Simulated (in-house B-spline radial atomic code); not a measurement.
## The bromine ion Br⁸⁺: [Ar] 3d8 4p1 (an excited or competing configuration)

All numbers are computed (non-relativistic TPSSh, spin-polarised, spherical fractional occupations; point nucleus) with an all-electron radial atomic-structure program (B-spline basis), not measured.

Effective charges: Z_r = [3n² - l(l+1)]/(2<r>) from the radius, Z_e = n√(-2ε) from the energy, and Slater's rules. Values are occupation-weighted means over spin.

```csv
shell,electrons,ε (eV),<r> (bohr),Z_r,Z_e,Slater
1s,2,-13303,0.04367,34.35,31.27,34.70
2s,2,-1867.1,0.1933,31.03,23.43,30.85
2p,6,-1698.1,0.167,29.94,22.34,30.85
3s,2,-394.65,0.5485,24.61,16.16,23.75
3p,6,-334.79,0.5499,22.73,14.88,23.75
3d,8,-229.42,0.5416,19.39,12.32,14.55
4p,1,-118.53,1.399,16.45,11.81,11.40
```

The least bound orbital is 4p up at -118.5 eV, and it is also the most diffuse (<r> = 1.399 bohr).

Caution: exact exchange at fractional occupations of open shells leaves self-interaction of up to several eV.
